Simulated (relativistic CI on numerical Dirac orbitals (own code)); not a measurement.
**Ligand-field terms of d4**

Computed with a parametric ligand-field model of a d^n configuration (Racah B and C, spin-orbit zeta, crystal field), exact diagonalisation.

Field parameters in Wybourne normalisation: Oh B⁴₀ = 21Dq, B⁴₄ = √(5/14) B⁴₀. The field is a parameter set, without covalency.

**Question.** Ground term and bands for B = 760, C = 2990, ζ = 0 cm⁻¹, Oh, 10Dq = 28200 cm⁻¹?

**Answer.** Ground term 3T1 with 0.02 electrons in the two orbitals of the cubic e set. Spin-allowed: 3E 25442 cm⁻¹ (393 nm), 3T1 26177 cm⁻¹ (382 nm), 3T2 27024 cm⁻¹ (370 nm), 3A1 28418 cm⁻¹ (352 nm). Lowest spin-forbidden: 1T2 8913 cm⁻¹ (1122 nm), 5E 9618 cm⁻¹ (1040 nm), 1E 10001 cm⁻¹ (1000 nm).

**Question.** Ground term and bands for B = 610, C = 2850, ζ = 0 cm⁻¹, Oh, 10Dq = 27100 cm⁻¹?

**Answer.** Ground term 3T1 with 0.02 electrons in the two orbitals of the cubic e set. Spin-allowed: 3E 24453 cm⁻¹ (409 nm), 3T1 25186 cm⁻¹ (397 nm), 3T2 25914 cm⁻¹ (386 nm), 3A1 26829 cm⁻¹ (373 nm). Lowest spin-forbidden: 1T2 8201 cm⁻¹ (1219 nm), 1E 8993 cm⁻¹ (1112 nm), 5E 9939 cm⁻¹ (1006 nm).

**Question.** Ground term and bands for B = 970, C = 4570, ζ = 0 cm⁻¹, Oh, 10Dq = 26200 cm⁻¹?

**Answer.** Ground term 5E with 1.00 electrons in the two orbitals of the cubic e set. Spin-allowed: 5T2 26200 cm⁻¹ (382 nm). Lowest spin-forbidden: 3T1 768 cm⁻¹, 1T2 13379 cm⁻¹ (747 nm), 1E 14701 cm⁻¹ (680 nm).

**Question.** Ground term and bands for B = 910, C = 3910, ζ = 0 cm⁻¹, Oh, 10Dq = 10300 cm⁻¹?

**Answer.** Ground term 5E with 1.00 electrons in the two orbitals of the cubic e set. Spin-allowed: 5T2 10300 cm⁻¹ (971 nm). Lowest spin-forbidden: 3T1 12303 cm⁻¹ (813 nm), 3E 20046 cm⁻¹ (499 nm), 3T1 21190 cm⁻¹ (472 nm).

**Question.** A d4 ion in Oh symmetry has the ground term 3T1 and bands at 1T2 6824 cm⁻¹ (1465 nm), 1E 7664 cm⁻¹ (1305 nm), 5E 11679 cm⁻¹ (856 nm), 3E 23580 cm⁻¹ (424 nm), 3T1 24104 cm⁻¹ (415 nm), 3T2 24772 cm⁻¹ (404 nm), 3A1 25919 cm⁻¹ (386 nm). Which parameters reproduce them?

**Answer.** B = 600, C = 2210, ζ = 0 cm⁻¹, Oh, 10Dq = 25700 cm⁻¹.
